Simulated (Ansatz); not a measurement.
dimethylsulfoxide (C$_{2}$H$_{6}$OS), singlet, at a GFN2-xTB geometry. Base run: MP2/STO-3G run with Ansatz (a first-principles code).

Here is a job for Ansatz.
Ansatz 0.2 input:
```yaml
crystal:
  periodic: [false, false, false]
  atoms:
    - {symbol: S, position_ang: [-0.00638160, 0.25789735, -0.45583475]}
    - {symbol: O, position_ang: [-0.01284941, 1.45780980, 0.37857550]}
    - {symbol: C, position_ang: [1.37076266, -0.79819518, 0.18724665]}
    - {symbol: C, position_ang: [-1.35000243, -0.82772888, 0.20862756]}
    - {symbol: H, position_ang: [1.27987622, -0.89677085, 1.26308812]}
    - {symbol: H, position_ang: [-2.29810816, -0.35220996, -0.01997107]}
    - {symbol: H, position_ang: [1.32489255, -1.76477228, -0.30045787]}
    - {symbol: H, position_ang: [2.30461413, -0.30224775, -0.05614119]}
    - {symbol: H, position_ang: [-1.29083210, -1.79316578, -0.27990241]}
    - {symbol: H, position_ang: [-1.24010316, -0.92412504, 1.28289118]}
basis:
  gaussian:
    orbitals: STO-3G
magnetization: {spin_polarized: false}
correlation: {method: mp2}
```

Each row names what was changed in the base input (with any setting that the change needs).

```json
[
 {"change": "base", "basis functions": "30", "E (Eh)": "-545.32362", "MP2 correlation (Eh)": "-0.18162", "core-seconds (rough)": "0.2"},
 {"change": "basis = 3-21G", "basis functions": "52", "E (Eh)": "-549.02118", "MP2 correlation (Eh)": "-0.37152", "core-seconds (rough)": "0.3"},
 {"change": "basis = 6-31G*", "basis functions": "76", "E (Eh)": "-552.10786", "MP2 correlation (Eh)": "-0.57382", "core-seconds (rough)": "0.9"},
 {"change": "basis = def2-SVP", "basis functions": "90", "E (Eh)": "-551.91558", "MP2 correlation (Eh)": "-0.61466", "core-seconds (rough)": "1"},
 {"change": "basis = pcseg-1", "basis functions": "90", "E (Eh)": "-552.09150", "MP2 correlation (Eh)": "-0.61367", "core-seconds (rough)": "1"},
 {"change": "basis = pc-1", "basis functions": "90", "E (Eh)": "-552.10986", "MP2 correlation (Eh)": "-0.61691", "core-seconds (rough)": "1"},
 {"change": "basis = 6-31+G*", "basis functions": "92", "E (Eh)": "-552.12481", "MP2 correlation (Eh)": "-0.58304", "core-seconds (rough)": "1"},
 {"change": "basis = 6-311G**", "basis functions": "117", "E (Eh)": "-552.24855", "MP2 correlation (Eh)": "-0.65035", "core-seconds (rough)": "2"},
 {"change": "basis = def2-SVPD", "basis functions": "138", "E (Eh)": "-551.97525", "MP2 correlation (Eh)": "-0.64853", "core-seconds (rough)": "3"},
 {"change": "basis = aug-pcseg-1", "basis functions": "150", "E (Eh)": "-552.13980", "MP2 correlation (Eh)": "-0.64340", "core-seconds (rough)": "4"},
 {"change": "basis = 6-311+G(2d,p)", "basis functions": "152", "E (Eh)": "-552.32281", "MP2 correlation (Eh)": "-0.69650", "core-seconds (rough)": "3"},
 {"change": "basis = def2-TZVP", "basis functions": "166", "E (Eh)": "-552.41291", "MP2 correlation (Eh)": "-0.75893", "core-seconds (rough)": "4"},
 {"change": "basis = aug-cc-pVTZ", "basis functions": "326", "E (Eh)": "-552.44879", "MP2 correlation (Eh)": "-0.79674", "core-seconds (rough)": "20"}
]
```

Totals compare only among sets that treat the same electrons; sets with core potentials leave the core out.
